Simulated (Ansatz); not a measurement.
The cluster Zr3. Total charge 0; quintet. Geometry B3LYP-D4/def2-TZVP; atoms count from 1.

Cartesian coordinates in Å:
```
Zr 0.537 -1.237 -0.720
Zr -0.921 0.913 -0.724
Zr 0.384 0.324 1.444
```

In the def2 sets Zr takes a core potential; there is no spin–orbit coupling. The charge 0 quintet is spin-contaminated (final ⟨S²⟩ up to 6.40, 6.00 for a pure state). The structure comes from a short search, and lower isomers may exist.

Estimate the Mulliken populations from the PBE0/def2-TZVP orbitals of Ansatz.


```csv
atom,charge (e),spin (α − β),d electrons
Zr1,-0.02,1.15,2.76
Zr2,0.04,1.70,3.00
Zr3,-0.02,1.15,2.76
```
Mulliken values depend strongly on the basis.

Where does the spin sit?

Summed by element: Zr 4.00, of 4 unpaired in all. Largest on single atoms: Zr2 1.70, Zr1 1.15, Zr3 1.15.

And the Mayer bond orders between heavy atoms (over 0.3)?

Zr1–Zr2 2.26 (2.60 Å); Zr1–Zr3 2.12 (2.67 Å); Zr2–Zr3 2.26 (2.60 Å).
